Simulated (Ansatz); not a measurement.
C2H7BOS can be A, `COBCS`, or B, `CCOBS`.

Gas-phase electronic energies from Ansatz, PBE0-D4/def2-TZVP geometries. CCSD(T)/CBS adds triple-zeta CCSD(T) − MP2 to the extrapolated MP2 energy (def2 sets, frozen cores). DFT in def2-TZVPP. B3LYP here is the variant with VWN-RPA as its local correlation; programs differ in this. One conformer a species, not always the lowest.

Question: Which isomer does CCSD(T)/CBS put lower? Give the gap. (Best estimate.)

Answer: The calculation gave: B, by 89.7 kJ/mol.

Question: Give E(B) − E(A) in kJ/mol with PBE-D4, PBE0-D4, CCSD(T)/def2-TZVPP, r2SCAN-D4, B3LYP-D4, ωB97M-V, B3LYP. (Estimate.)

Answer: Ansatz gave: PBE-D4 -88.0, PBE0-D4 -90.1, CCSD(T)/def2-TZVPP -90.8, r2SCAN-D4 -92.2, B3LYP-D4 -88.2, ωB97M-V -88.8, B3LYP -89.4. None reverses the order clearly.

Largest T1 diagnostic: 0.013.
